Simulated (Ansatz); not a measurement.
Isolated molecules relaxed with PBE0-D4/def2-TZVP in Ansatz; ΔE leaves out vibrations. CCSD(T)/CBS is the MP2 limit (def2-TZVPP, def2-QZVPP) plus CCSD(T) − MP2 in def2-TZVPP, frozen cores. DFT in def2-TZVPP. HSE06 is defined as in plane-wave codes. def2 core potentials past Kr. For Br, Ga, In outer-core shells are correlated without core-valence functions, which leaves a few kJ/mol of doubt a bond. Scalar relativity is left out up to krypton. One conformer a species, not always the lowest.

`[SiH3][O][InH][Br]` + `C[O][Ga]([OH])[Br]` → `C[O][Ga]([Br])[O][SiH3]` + `[OH][InH][Br]`  (ligand exchange at the Si–O bond)

`[SiH3][O][InH][Br]`:

```xyz
8

Si    0.412    1.309    0.432
O    -0.228    0.356   -0.731
In   -0.649   -1.557   -0.912
Br   -0.058   -2.768    1.144
H    -0.419    1.295    1.668
H     0.476    2.703   -0.083
H     1.790    0.873    0.798
H    -1.325   -2.211   -2.316
```

`C[O][Ga]([OH])[Br]`:

Cartesian coordinates in Å:
```
C 1.439 0.589 0.354
O 0.124 0.209 0.691
Ga -1.042 -0.472 -0.449
O -2.656 -0.900 0.131
Br -0.503 -0.804 -2.623
H 1.581 1.651 0.579
H 2.150 0.012 0.953
H 1.675 0.430 -0.704
H -2.767 -0.715 1.068
```

`C[O][Ga]([Br])[O][SiH3]`:

```xyz
12

C     2.194    0.375    1.231
O     1.488    1.437    0.622
Ga   -0.031    1.179   -0.229
Br   -1.113    2.914   -1.181
O    -0.673   -0.465   -0.311
Si   -1.967   -1.245   -0.942
H     2.296    0.576    2.302
H     1.704   -0.596    1.107
H     3.196    0.313    0.795
H    -2.269   -2.419   -0.084
H    -1.664   -1.712   -2.320
H    -3.160   -0.356   -0.991
```

`[OH][InH][Br]`:

Z-matrix (Å, degrees):
```
In
O 1 1.973
Br 1 2.454 2 109.4
H 1 1.701 2 127.1 3 -180.0
H 2 0.960 1 113.2 3 180.0
```

| level | ΔE (kJ/mol) | difference from CCSD(T)/CBS |
| --- | --- | --- |
| revPBE-D4 | 7.7 | -2.7 |
| HSE06-D4 | 9.4 | -1.0 |
| B2PLYP | 9.0 | -1.4 |
| revPBE | 8.4 | -2.0 |
| BLYP | 7.6 | -2.8 |
| PBE0 | 9.7 | -0.7 |
| HSE06 | 9.7 | -0.7 |
| HF/def2-TZVPP | 8.9 | -1.5 |
| CCSD(T)/def2-TZVPP | 9.6 | -0.8 |
| SCS-MP2/def2-QZVPP | 10.1 | -0.3 |
| CCSD(T)/CBS | 10.4 | 0 |

Largest T1 diagnostic among the species: 0.014.

Leaving LDA and LC-ωPBE aside and taking each functional with its dispersion term where it has one, the values, not all of them listed here, spread over 3.1 kJ/mol, from BLYP-D4 to PBE-QIDH.
